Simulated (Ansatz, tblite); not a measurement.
Forces on ZrClF₃ at its PBE-D4/def2-SVP geometry. The state is a singlet with charge 0.

In the def2 sets Zr takes a core potential; there is no spin–orbit coupling. The xTB rows come from tblite.

GFN1-xTB (tblite), largest force 1.49 eV/Å:

```xyz
5
positions Å, forces eV/Å
Zr    0.080   -0.009    0.012    0.569   -0.066    0.084
Cl   -2.233    0.260   -0.331    0.984   -0.115    0.146
F     0.954    1.677   -0.103   -0.701   -1.307    0.086
F     0.801   -1.172   -1.311   -0.583    0.905    1.024
F     0.398   -0.756    1.733   -0.269    0.583   -1.340
```

GFN2-xTB (tblite), largest force 1.39 eV/Å:

```
Zr -0.039 0.005 -0.006
Cl 1.363 -0.159 0.202
F -0.550 -0.756 0.030
F -0.480 0.550 0.584
F -0.295 0.360 -0.811
```

PBE-D4/def2-TZVP (Ansatz), largest force 0.09 eV/Å:

```
Zr -0.084 0.010 -0.013
Cl 0.060 -0.007 0.009
F 0.011 0.022 -0.002
F 0.009 -0.015 -0.017
F 0.004 -0.010 0.022
```
